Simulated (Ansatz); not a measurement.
`C[SiH]1[SiH2]S1` + H₂O → `O[SiH]1[SiH2]S1` + CH₄ at 400 K and 1 bar (formal hydrolysis of the Si–C bond).

Isolated molecules relaxed with PBE0-D4/def2-TZVP in Ansatz; ΔE leaves out vibrations. CCSD(T)/CBS adds triple-zeta CCSD(T) − MP2 to the extrapolated MP2 energy (def2 sets, frozen cores). This one scheme is used for every species. One conformer a species, not always the lowest.

```tsv
species	CCSD(T)/CBS energy (Eh)	H − E (kJ/mol)	S (J/(mol·K))
`C[SiH]1[SiH2]S1`	-1017.63316	202.1	368.8
H₂O	-76.37941	69.8	198.6
`O[SiH]1[SiH2]S1`	-1053.58572	141.1	355.3
CH₄	-40.46206	131.3	197.2
```

H − E and S are ideal-gas, rigid-rotor, harmonic terms from PBE0-D4/def2-TZVP, for one conformer and one mirror image of each species. 1 Eh = 2625.50 kJ/mol, R = 8.31446 J/(mol·K).

By hand: ΔE, ΔH, ΔS and ΔG.

ΔE = (-1053.58572) + (-40.46206) − (-1017.63316) − (-76.37941) = -0.03521 Eh = -92.4 kJ/mol. Δ(H − E) = 141.1 + 131.3 − 202.1 − 69.8 = 0.5, so ΔH = -91.9 kJ/mol. ΔS = 355.3 + 197.2 − 368.8 − 198.6 = -14.9 J/(mol·K). ΔG = -91.9 − 400 × (-14.9)/1000 = -85.9 kJ/mol.

By hand: the equilibrium constant, and the temperature at which ΔG would vanish if ΔH and ΔS stayed fixed.

log₁₀ K = −ΔG/(RT ln 10) = 11.2. ΔG = 0 at ΔH/ΔS = 6168 K, far beyond where these terms or the molecules hold.

The number of gas molecules stays the same, so ΔS is small and ΔH decides. A doubt of 5 kJ/mol in ΔE shifts log₁₀ K by 0.7 here. Other conformers and mirror images would add mixing entropy, several J/(mol·K) or more a flexible species. These are equilibria of isolated gas molecules and say nothing of rates. Largest T1 diagnostic: 0.014 (customary marks: 0.02 for closed shells, 0.045 for open ones).
